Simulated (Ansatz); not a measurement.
Reactions of C2H6BClOSi, SMILES `C=C(O)B([SiH3])Cl`.

Computed with Ansatz on PBE0-D4/def2-TZVP structures; ΔE is electronic, products minus reactants. CBS: MP2 limit from def2 TZ/QZ plus the TZ coupled-cluster correction, frozen cores. This one scheme is used for every species. One conformer a species, not always the lowest.

```json
{"reaction": "`C=C(O)B([SiH3])Cl` + `CC(O)O` → `CC(O)O[SiH3]` + `C=C(O)BCl`", "CCSD(T)/CBS(def2) (kJ/mol)": "-96"}
{"reaction": "`C=C(O)B([SiH3])Cl` + `C#N` → `C=C(O)C#N` + `[SiH3]BCl`", "CCSD(T)/CBS(def2) (kJ/mol)": "42"}
{"reaction": "`C=C(O)B([SiH3])Cl` + `NC(O)(F)F` → `OC(F)(F)N[SiH3]` + `C=C(O)BCl`", "CCSD(T)/CBS(def2) (kJ/mol)": "?"}
{"reaction": "`C=C(O)B([SiH3])Cl` + CH₃SH → `C=C(O)SC` + `[SiH3]BCl`", "CCSD(T)/CBS(def2) (kJ/mol)": "55"}
```

Q: Fill in the missing values. (Best estimate.)

A: The calculation gave: `C=C(O)B([SiH3])Cl` + `NC(O)(F)F` → `OC(F)(F)N[SiH3]` + `C=C(O)BCl`: -66.3 kJ/mol.

Largest T1 diagnostic: 0.014, for `C#N`.
